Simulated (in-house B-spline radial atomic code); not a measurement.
How G0W0 and RPA depend on the start: Cd12+

Configuration [Ar] 3d10 4s2 4p6. Computed with an all-electron radial atomic-structure program (B-spline basis): all electrons, non-relativistic, point nucleus, each spin shell either full or empty, empty states to l = 9 with an (l + 1/2)⁻⁴ tail; G0W0 by contour deformation at full frequency.

Without relativity these are model numbers: it shifts the levels of so heavy an element strongly and can reorder them.

```
       start  mean-field 4p (eV)  G0W0 (eV)  QP weight  RPA correlation (Eh)
Hartree-Fock             -305.42          ?          ?                     ?
         PBE             -293.24          ?          ?                     ?
   BHandHLYP             -299.86    -306.41      0.975               -2.7291
    LDA VWN5             -293.32    -306.25      0.968               -2.8348
```

(1) What G0W0 level, weight and RPA correlation energy follow from the Hartree-Fock start?

(2) What G0W0 level, weight and RPA correlation energy follow from the PBE start?

(3) How much of the dependence on the start does G0W0 remove?

Answers

(1) G0W0 level -306.55 eV, weight 0.980, RPA correlation -2.6385 hartree.

(2) G0W0 level -306.21 eV, weight 0.968, RPA correlation -2.8319 hartree.

(3) The mean-field levels span 12.2 eV and the G0W0 levels 0.338 eV. Against 305 ± 3 eV (NIST, tabulated theory) the G0W0 removal energies are off by +1.21 to +1.55 eV, with relativity, Breit and QED terms left out.
